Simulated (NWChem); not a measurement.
System: C$_{2}$H$_{8}$Si$_{2}$; SMILES [SiH3]/C=C/[SiH3]

```xyz
12

Si    -0.0253    -2.3213     0.0000
C      0.4441    -0.5053     0.0000
C     -0.4441     0.5053     0.0000
Si     0.0253     2.3213     0.0000
H     -1.5144    -2.4434     0.0000
H      0.5298    -3.0093    -1.2068
H      0.5298    -3.0093     1.2068
H      1.5164    -0.2576     0.0000
H     -1.5164     0.2576     0.0000
H     -0.5298     3.0093     1.2068
H     -0.5298     3.0093    -1.2068
H      1.5144     2.4434     0.0000
```
Atoms are numbered in this order, from 1.

STO-3G and 3-21G are far too small for this property and stand as cheap habits. All runs use the structure optimised with PBE0/def2-SVP.

### Question
Give the principal values of the shielding tensors (ppm) of Si1, C2 from Hartree-Fock/STO-3G, GIAO (NWChem), with their diamagnetic and paramagnetic parts as GIAO splits them.

### Answer
```json
[
 {"atom": "Si1", "σ11": "604.4", "σ22": "626.5", "σ33": "663.4", "isotropic": "631.4", "diamagnetic": "868.3", "paramagnetic": "-236.9"},
 {"atom": "C2", "σ11": "-20.8", "σ22": "127.0", "σ33": "232.3", "isotropic": "112.9", "diamagnetic": "254.4", "paramagnetic": "-141.5"}
]
```
